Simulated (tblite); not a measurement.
Compound: C₆H₁₁FO₂Si.
Z-matrix (Å and degrees, GFN2-xTB geometry), rows numbered from 1:
```
C 
O   1  1.4141
C   2  1.4014  1  115.99
C   3  1.4995  2  112.22  1    65.24
O   4  1.1798  3  130.72  2     2.84
F   4  1.3720  3  110.70  2  -178.12
C   3  1.5524  2  117.05  1   -68.68
C   7  1.5403  3   90.13  2  -121.54
Si  8  1.9006  7  116.81  3   127.86
C   8  1.5392  7   89.65  3     7.88
H   1  1.0925  2  111.74  3   -68.43
H   1  1.0879  2  105.47  3   172.79
H   1  1.0950  2  111.42  3    54.23
H   7  1.0884  3  115.61  2   118.96
H   7  1.0883  3  110.70  2    -6.21
H   8  1.0905  7  110.38  3  -103.87
H   9  1.4634  8  108.20  7   -50.28
H   9  1.4616  8  108.44  7  -170.10
H   9  1.4630  8  108.44  7    69.07
H  10  1.0879  3  115.52  2  -113.59
H  10  1.0873  3  109.36  2    10.26
```

Method: GFN2-xTB as coded in tblite; computed harmonic values from a numerical Hessian at the method's own geometry, unscaled. This tight-binding method is rough: wavenumbers can miss measured ones by several per cent, in bad cases by 10 to 20. Modes of hydrogen on silicon can be 10 to 20 % off. One conformer, not necessarily the lowest.

Harmonic wavenumbers (cm⁻¹): 36.0, 40.8, 91.0, 105.0, 138.1, 166.4, 184.6, 224.4, 263.6, 286.6, 355.1, 421.0, 430.2, 514.2, 547.5, 551.7, 627.6, 685.4, 702.5, 764.7, 780.7, 783.4, 815.5, 862.7, 901.6, 965.1, 1018.3, 1034.0, 1046.1, 1064.6, 1072.0, 1089.1, 1130.5, 1158.0, 1171.1, 1223.9, 1228.4, 1246.0, 1248.4, 1274.8, 1402.4, 1457.4, 1465.5, 1469.6, 1481.7, 1859.9, 2272.4, 2275.3, 2287.4, 2931.8, 2968.6, 2975.8, 3005.4, 3010.7, 3012.3, 3024.3, 3033.0.

A = 1890, B = 737.7, C = 598.6 MHz; mass 162.051 u (most abundant isotopes); point group C1, symmetry number 1.

**Question.** Zero-point energy?

**Answer.** ½Σν̃ = 34092 cm⁻¹ = 407.83 kJ/mol.

**Question.** Entropy at 200 K, 1 bar (ideal gas, RRHO, classical rotation)?

**Answer.** Translation 164.01, rotation 121.93, vibration 107.38: S = 393.3 J/(mol K).

**Question.** And Cp and H(200 K) − H(0)?

**Answer.** Cp = 140.51 J/(mol K), of which vibrations give 107.25 (their classical limit is 57 R = 473.9); H(200 K) − H(0) = 17.89 kJ/mol without the zero-point energy, 11.24 from vibrations.

**Question.** What must be added to the electronic energy to get the Gibbs energy at 200 K and 1 bar?

**Answer.** ZPE + [H(200 K) − H(0)] − T·S = 407.83 + 17.89 − 78.66 = 347.06 kJ/mol.

**Question.** Blend soft modes into free rotors: weight 1/[1 + (100 cm⁻¹/ν̃)⁴] for the oscillator and the rest for a rotor with moment μB/(μ + B), μ = h/(8π²ν), B = 10⁻⁴⁴ kg m². What vibrational entropy results?

**Answer.** 97.33 J/(mol K) in place of 107.38, which changes −T·S at 200 K by +2.01 kJ/mol.

Hindered rotation and anharmonicity are outside this model. Other conformers, if any are populated, would add a mixing term that is left out. The structure is chiral; the term R ln 2 for an equal mix with its mirror image is left out.
